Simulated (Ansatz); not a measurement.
Geometry optimisation, Ansatz 0.2.0, RHF/def2-SVP.

The input (input.yaml):

```yaml
crystal:
  periodic: [false, false, false]
  atoms:
    - { symbol: Ti, position_ang: [0.066418, -0.539669, -0.614351] }
    - { symbol: Cl, position_ang: [1.036433, 0.93019, 2.502296] }
    - { symbol: "N", position_ang: [1.795066, 0.007268, -0.780937] }
    - { symbol: H, position_ang: [2.523267, -0.584924, -1.146783] }
    - { symbol: H, position_ang: [2.156024, 0.911756, -0.530063] }
    - { symbol: "N", position_ang: [-0.999268, 0.873741, -0.202478] }
    - { symbol: H, position_ang: [-1.793109, 1.148305, -0.756117] }
    - { symbol: H, position_ang: [-0.903192, 1.437038, 0.624611] }
    - { symbol: Cl, position_ang: [-0.659615, -1.30846, -2.573006] }
    - { symbol: Br, position_ang: [-0.071736, -2.424243, 1.064383] }
    - { symbol: H, position_ang: [0.807412, -0.364602, 2.657345] }
basis:
  gaussian: { orbitals: def2-SVP }
hamiltonian:
  xc: hf
relax:
  f_tol: 0.03
  max_steps: 50
```

Command:

```bash
$ ansatz run input.yaml --threads 4 --pin off --max-ram 5120MiB --backend cpu --events-out ev --progress --plain --runs-dir out
```

Q: Where does it end, and by what steps?

A: The run converged. The force dipped under the threshold on the way, but the program's further checks kept it going. After 20 steps the energy has fallen by 0.150 eV; Cl2 moved furthest, 0.76 Å.

| step | energy less start (eV) | largest force component (eV/Å) | accepted |
| --- | --- | --- | --- |
| 0 | 0.0000 | 1.377 | yes |
| 1 | -0.0940 | 1.076 | yes |
| 2 | -0.1060 | 1.271 | yes |
| 3 | -0.1194 | 0.954 | yes |
| 4 | -0.0953 | 0.561 | no |
| 5 | -0.1386 | 0.130 | yes |
| 6 | -0.1454 | 0.119 | yes |
| 7 | -0.1464 | 0.072 | yes |
| 8 | -0.1472 | 0.040 | yes |
| 9 | -0.1478 | 0.023 | yes |
| 10 | -0.1481 | 0.057 | yes |
| 11 | -0.1485 | 0.052 | yes |
| 12 | -0.1489 | 0.035 | yes |
| 13 | -0.1493 | 0.049 | yes |
| 14 | -0.1495 | 0.051 | yes |
| 15 | -0.1496 | 0.044 | yes |
| 16 | -0.1497 | 0.043 | yes |
| 17 | -0.1498 | 0.044 | yes |
| 18 | -0.1498 | 0.019 | no |
| 19 | -0.1498 | 0.045 | yes |
| 20 | -0.1499 | 0.009 | yes |

```xyz
11
Properties=species:S:1:pos:R:3
Ti 0.084 -0.613 -0.760
Cl 0.709 1.032 3.184
N 1.799 -0.043 -1.023
H 2.561 -0.664 -1.241
H 2.112 0.910 -0.977
N -0.850 0.842 -0.198
H -1.674 1.206 -0.646
H -0.654 1.319 0.667
Cl -0.861 -1.344 -2.644
Br 0.131 -2.345 0.950
H 0.600 -0.214 2.932
```

Whether the end is a true minimum wasn't checked by a vibrational analysis.

Run time: 61 s on 4 threads of Arm Neoverse V1, with other jobs on the host, peak memory 0.54 GiB.
